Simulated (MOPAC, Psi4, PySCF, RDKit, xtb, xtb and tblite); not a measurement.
Two geometries of C₅H₁₃B, SMILES BCCC(C)C, relaxed at GFN2-xTB with one dihedral held; other torsions can differ between them too.

Structure A

```
19

B      2.3807     0.5161    -0.0405
C      1.5722    -0.7734    -0.4025
C      0.1042    -0.6152    -0.8246
C     -0.3108    -1.5349    -1.9793
C     -1.7219    -1.1856    -2.4488
C     -0.2476    -3.0057    -1.5721
H      1.9840     1.5800    -0.3197
H      3.4269     0.4081     0.4725
H      1.6604    -1.5541     0.3557
H      2.1329    -1.1677    -1.2633
H     -0.0678     0.4159    -1.1412
H     -0.5448    -0.8019     0.0336
H      0.3803    -1.3728    -2.8155
H     -2.0182    -1.8220    -3.2799
H     -2.4355    -1.3255    -1.6393
H     -1.7737    -0.1493    -2.7756
H     -0.5477    -3.6438    -2.4009
H     -0.9184    -3.1936    -0.7360
H      0.7593    -3.2876    -1.2749
```

Structure B

```
19

B      2.3738     0.5336    -0.0513
C      1.6110    -0.7760    -0.4491
C      0.1380    -0.6265    -0.8385
C     -0.5429    -1.9484    -1.2152
C     -1.9106    -1.6718    -1.8380
C     -0.7040    -2.8678    -0.0065
H      1.8099     1.5479     0.0908
H      3.5291     0.4855     0.1280
H      1.6875    -1.4522     0.4103
H      2.1397    -1.2985    -1.2532
H      0.0723     0.0519    -1.6923
H     -0.4109    -0.1674    -0.0135
H      0.0786    -2.4589    -1.9609
H     -2.3982    -2.6015    -2.1233
H     -2.5511    -1.1533    -1.1273
H     -1.8119    -1.0511    -2.7259
H     -1.2151    -3.7843    -0.2940
H     -1.2919    -2.3762     0.7663
H      0.2604    -3.1404     0.4152
```

Task: Which is lower in energy at the level PBE0-D3(BJ)/def2-SVP // GFN2-xTB (Psi4), and by how much?

Result: B is lower, by 4.74 kJ/mol (dihedral B1–C2–C3–C4: 140° in A, 180° in B).

E(B) − E(A) in kJ/mol at the other levels, on the same two geometries: GFN2-xTB (xtb and tblite) -5.08; PBE0/def2-SVP // GFN2-xTB (Psi4) -4.82; PBE/def2-SVP // GFN2-xTB (Psi4) -4.57; PBE-D3(BJ)/def2-SVP // GFN2-xTB (Psi4) -4.49; UFF // GFN2-xTB (RDKit) -14.46; AM1, restricted, heats of formation // GFN2-xTB (MOPAC) -3.37; PM6, restricted, heats of formation // GFN2-xTB (MOPAC) -3.70; GFN1-xTB // GFN2-xTB (xtb) -3.80; restricted B3LYP/6-31G*, spherical d, density fitting // GFN2-xTB (PySCF) -4.88; restricted M06-2X/6-31G*, spherical d, density fitting // GFN2-xTB (PySCF) -4.34; restricted B3LYP/6-311+G**, spherical d, density fitting // GFN2-xTB (PySCF) -4.70; restricted Hartree-Fock/3-21G // GFN2-xTB (PySCF) -6.50.
